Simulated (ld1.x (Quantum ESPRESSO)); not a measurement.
Scattering properties, TM potential for carbon

ld1.x (Quantum ESPRESSO) 7.5 input, shortened:

```
&input
   title='C', zed=6., rel=0, dft='PZ', iswitch=3,
   config='[He] 2s2 2p2'
 /
 &inputp
   pseudotype=2, tm=.true., lloc=-1, rcloc=2.30,
   nlcc=.true., new_core_ps=.true., rcore=1.10
 /
2
2S  1  0   2.00   0.00  1.20  1.20  0.0
2P  2  1   2.00   0.00  2.95  2.95  0.0
 &test
   configts(1)='2s2 2p2'
 /
```

The phase is arctan(r·u′/u) with u = r·R(r), unwrapped; energies in Ry, scanned from -3 to 5 Ry. A pole is an energy at which the radial function vanishes at the test radius. The pseudo phase is shifted by a multiple of π to meet the all-electron one at the reference energy, and phase errors are pseudo minus all-electron; the curves can meet again beyond the range given. Levels narrower than the energy grid can be missing from the lists of poles.

Task: For each channel, where are the poles, and over which energies does the pseudopotential scatter like the atom?

Result:

```tsv
channel	radius (bohr)	reference energy (Ry)	poles, all-electron	poles, pseudo	unbroken range about the reference energy with phases within 0.05 rad	phase error 1 Ry above the reference energy (rad)
s	3.20	-1.00	-0.89, 2.67	-0.89, 1.83, 4.60	below 0.2	-0.021
p	3.20	-0.40	-0.23, 2.76	-0.22, 3.31	below 0.6	+0.059
```

Phases in the p channel:

```csv
E (Ry),all-electron,pseudo
-3.00,1.385,1.386
-2.52,1.367,1.367
-2.04,1.341,1.341
-1.56,1.300,1.301
-1.08,1.218,1.220
-0.60,0.750,0.756
-0.12,-1.679,-1.674
0.36,-1.944,-1.920
0.84,-2.476,-2.312
1.32,-3.993,-3.630
1.80,-4.479,-4.356
2.28,-4.630,-4.555
2.76,-4.712,-4.647
3.24,-4.777,-4.705
3.72,-4.847,-4.751
4.20,-4.959,-4.795
4.68,-5.272,-4.847
```
